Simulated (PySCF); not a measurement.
C₆ coefficients of unlike pairs at PBE

Calculated with PySCF 2.14 from the dipole response of each species, C₆(A,B) = (3/π) ∫ α_A(iu) α_B(iu) du, in atomic units, from isotropic polarisabilities. For ions this is the dispersion term alone; charge-induced terms of lower order in 1/R come first.

```csv
species,configuration,basis,relativity,α (bohr³),C₆ (like pair)
B,[He] 2s2 2p1 (2P),"aug-cc-pVQZ with one added diffuse shell each of s, p, d, f, g type (7s6p5d4f3g)",none,23.88,116.9
Kr,[Kr] (1S),aug-cc-pVQZ-PP with ECP10MDF (7s6p5d3f2g),core potential,18.19,142.1
La⁺,[Xe] 5d2 (3F),def2-TZVPPD with the def2 core potential (46 electrons) (6s5p3d2f1g),core potential,49.90,417.4
N²⁺,[He] 2s2 2p1 (2P),aug-cc-pV5Z (7s6p5d4f3g2h),none,2.589,3.675
```

(1) Estimate C₆ for La⁺ with Kr.

No spin-orbit coupling is included.

The other pairs:

| pair | C₆ |
| --- | --- |
| La⁺, B | 218.8 |
| Kr, B | 121.8 |
| N²⁺, La⁺ | 36.41 |
| N²⁺, B | 18.66 |
| N²⁺, Kr | 22.65 |

Answers

(1) The integral gives 233.9. The combination rule 2 C_A C_B / (C_A α_B/α_A + C_B α_A/α_B) gives 218.9 and the geometric mean 243.6.
